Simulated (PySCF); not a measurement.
**Property card for `B1CCCC1`**

C4H9B.
Structure used (PBE0-D3(BJ)/def2-SVP), in Å, numbered top down from 1:
```
atom  x, y, z in Å
B1     0.047    1.396   -0.069
C2     1.270    0.431    0.110
C3     0.644   -0.940    0.404
C4    -0.707   -0.929   -0.321
C5    -1.239    0.503   -0.163
H6     0.088    2.604   -0.124
H7     1.722    0.431   -0.908
H8     2.081    0.742    0.787
H9     1.276   -1.793    0.110
H10    0.475   -1.037    1.491
H11   -0.550   -1.141   -1.394
H12   -1.395   -1.705    0.051
H13   -2.028    0.803   -0.868
H14   -1.686    0.631    0.849
```

Structural features include: three-coordinate boron.

**PBE0-D3(BJ)/def2-SVP geometry optimisation, gas phase (PySCF)**

```yaml
Point_group: C2
Rotational_constants_A_B_C: 6.909, 6.479, 3.758 GHz
```

**CAM-B3LYP/def2-SVPD ground state, ΔSCF and vertical TDDFT (core frozen in the response) (PySCF)**

```yaml
Dipole_moment: 0.38 D
HOMO_energy: -9.78 eV
LUMO_energy: 0.46 eV
HOMO–LUMO_gap: 10.24 eV
Lowest_singlet_excitation: 5.91 eV (210 nm, f = 0.000)
Strongest_line_among_the_10_lowest_singlet_transitions: S3 at 7.58 eV (164 nm, f = 0.034)
Lowest_triplet_excitation_Tamm–Dancoff: 5.37 eV
Static_isotropic_polarisability: 59.6 au
Vertical_ionisation_energy: 10.65 eV
Electronic_spatial_extent_⟨r²⟩_about_the_centre_of_nuclear_charge: 403 bohr²
```

From PBE/pcSseg-2 ground state and GIAO shieldings, non-relativistic (PySCF):

```yaml
13C_chemical_shifts_computed_TMS_as_zero_by_class: 38.6 (C2/C5), 32.1 (C3/C4) ppm
1H_chemical_shifts_computed_TMS_as_zero_by_class: 8.08 (H6), 1.79 (H9/H10/H11/H12), 1.49 (H7/H8/H13/H14) ppm
Isotropic_shieldings_of_nuclei_other_than_C_and_H_by_class: -3 (B1) ppm
```

**B3LYP/pcJ-1 indirect spin-spin coupling, non-relativistic, gas phase; spin–dipole term left out for some pairs (PySCF)**

```yaml
Largest_of_the_computed_one-bond_spin–spin_couplings_means_over_like_bonds: 11B–1H +138.8 (B1–H6), 13C–1H +133.8 (C3–H9 and 3 like it), 13C–1H +123.8 (C2–H7 and 3 like it), 13C–11B +46.9 (C2–B1 and 1 like it), 13C–13C +35.5 (C3–C4), 13C–13C +33.8 (C2–C3 and 1 like it) Hz
```

**delta-SCF UKS SCAN, pcX-2 on the ionised atom, pcseg-1 elsewhere, spin-free X2C (PySCF)**

```yaml
Core_binding_energies: B1s 195.6 (B1), C1s 289.9 (C2/C5), C1s 290.4 (C3/C4) eV
```

Monoisotopic mass (most abundant isotopes): 68.0797 u.

A dipole of 0.38 D is allowed in C2, and pure rotational transitions are dipole-allowed. The principal polarisabilities are 52.0, 63.1 and 63.6 au; their mean is the isotropic value. The rotational constants make it an asymmetric top with κ = (2B − A − C)/(A − C) = 0.73, nearer the oblate limit (+1). The ΔSCF ionisation energy exceeds −ε(HOMO) by 0.87 eV with CAM-B3LYP. S1 lies 4.33 eV below the HOMO–LUMO gap; its leading configuration is HOMO→LUMO, weight 0.96. The vertical singlet–triplet gap S1 − T1 is 0.54 eV (TDDFT singlet less Tamm–Dancoff triplet; S1: HOMO→LUMO, weight 0.96; T1: HOMO→LUMO, weight 0.95).

 NMR classes are plain means over equivalent atoms (diastereotopic ones count apart unless rotation or inversion swaps them), as if these changed places fast; in this geometry the members of some classes differ.

One conformer stands for the species.
